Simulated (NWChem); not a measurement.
SiN2H5F; SMILES F[SiH](N)N

```xyz
9

Si    -0.0785    -0.0223     0.3238
N      1.5325    -0.3560    -0.1475
N     -0.4871     1.5207    -0.2757
F     -0.9221    -1.2752    -0.2940
H     -0.4379    -0.0163     1.7683
H      1.8671    -1.3103    -0.2022
H      2.2799     0.3011     0.0370
H     -0.2810     1.7849    -1.2321
H     -1.2550     2.0538     0.1133
```
Atoms are numbered in this order, from 1.

All runs: NWChem. The geometry was optimised at PBE0/def2-SVP. GIAO values for the isolated, static molecule; σ is the absolute isotropic shielding, δ = σ(reference) − σ with the isolated reference molecule computed at the same levels (19F: trichlorofluoromethane, 1H: tetramethylsilane, 15N: ammonia).

Problem. Predict the results for PBE/pcSseg-1. Quantities: δ N3 (ppm); δ F4 (ppm); δ H5 (ppm); δ H6 (ppm); δ H7 (ppm); δ H8 (ppm); δ H9 (ppm).

Solution. 
| Quantity | Value |
|---|---|
| δ N3 (ppm) | 41.9 |
| δ F4 (ppm) | -154.6 |
| δ H5 (ppm) | 5.04 |
| δ H6 (ppm) | 0.42 |
| δ H7 (ppm) | 0.35 |
| δ H8 (ppm) | 0.99 |
| δ H9 (ppm) | 0.94 |
